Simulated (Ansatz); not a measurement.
Program: Ansatz. Geometries: PBE0-D4/def2-TZVP. ΔE: electronic, gas phase. CBS: MP2 limit from def2 TZ/QZ plus the TZ coupled-cluster correction, frozen cores. This one scheme is used for every species, atoms too. For atomizations the MP2-based limit and the directly extrapolated one differ by several kJ/mol either way, and by 10 to 25 for some Ge, Se and Sn compounds, so smaller differences from it don't rank the levels. Functionals use def2-TZVPP. Open shells (•) are unrestricted, without spin–orbit coupling. Spin–orbit coupling would lower the free atoms: a little for B, Si; clearly for Ge. For Ge outer-core shells are correlated without core-valence functions, so the limit isn't a true one: a few kJ/mol of doubt a bond, and 10 to 20 or more in all where bonds break to atoms. Scalar relativity is left out up to krypton. One conformer a species, not always the lowest.

Consider the atomization: `B[SiH2][GeH2][SiH3]` → B• + Ge• + 9 H• + 2 Si•.

CCSD(T)/CBS gives +38.82 eV.

Question: Another level gave +38.03 eV. Which?
A. B97M-V/def2-TZVPP
B. ωB97M-V/def2-TZVPP
C. CCSD(T)/def2-TZVPP
D. r2SCANh-D4/def2-TZVPP

Answer: C. CCSD(T)/def2-TZVPP 38.03, r2SCANh-D4 38.85, B97M-V 39.23, ωB97M-V 38.69 eV.

Largest T1 diagnostic among the species: 0.014.

From PBE to PBE0 (25 % exact exchange), in def2-TZVPP and without D4, ΔE moves by +0.08 eV. The D4 term adds +0.50 eV with B3LYP and +0.27 eV with PBE0; it sums over pairs of atoms, weighted by their polarisabilities, and B3LYP, whose exchange is more repulsive, gets the larger term.

B3LYP here is the variant with VWN-RPA as its local correlation; programs differ in this.
